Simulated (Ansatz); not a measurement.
C3H11AlSe (`[CH3][Al-]([CH3])([CH3])[SeH2+]`). Total charge 0; spin multiplicity 1. All single points use the PBE0-D4/def2-TZVP geometry. It is one conformer, not always the lowest.

```xyz
16

C     1.392   -0.797    1.072
Al    0.061   -0.201   -0.256
C    -1.566   -1.288   -0.505
C     0.668    0.948   -1.740
Se   -1.137    1.794    1.193
H     1.990   -1.621    0.665
H     0.934   -1.172    1.993
H     2.098   -0.008    1.349
H    -1.335   -2.173   -1.110
H    -2.362   -0.752   -1.032
H    -1.982   -1.660    0.438
H     1.384    1.714   -1.423
H    -0.156    1.454   -2.253
H     1.180    0.342   -2.497
H    -1.278    1.018    2.432
H     0.110    2.404    1.673
```

Problem. What is the dipole moment at B3LYP/def2-TZVPP? (An estimate is asked.)

Solution. Computed: 2.86 D, with components (-0.72, 1.85, 2.07) D in this frame, pointing from negative to positive charge.

Problem. And with PBE, r2SCAN, ωB97M-V? (An estimate is asked.)

Solution. Computed: PBE 2.82 D, r2SCAN 2.90 D, ωB97M-V 2.87 D.

Problem. Give the Mulliken charges with B3LYP, PBE, ωB97M-V in def2-TZVPP. (Best estimate.)

Solution. The calculation gave: 
```csv
atom,B3LYP,PBE,ωB97M-V
C1,-0.47,-0.45,-0.55
Al2,0.59,0.49,0.58
C3,-0.48,-0.47,-0.56
C4,-0.48,-0.47,-0.56
Se5,0.01,0.01,-0.03
H6,0.08,0.09,0.11
H7,0.07,0.07,0.09
H8,0.07,0.07,0.09
H9,0.08,0.09,0.11
H10,0.08,0.08,0.10
H11,0.07,0.07,0.09
H12,0.07,0.07,0.09
H13,0.08,0.08,0.10
H14,0.08,0.09,0.11
H15,0.08,0.08,0.11
H16,0.08,0.08,0.11
```

B3LYP here is the variant with VWN-RPA as its local correlation; programs differ in this.
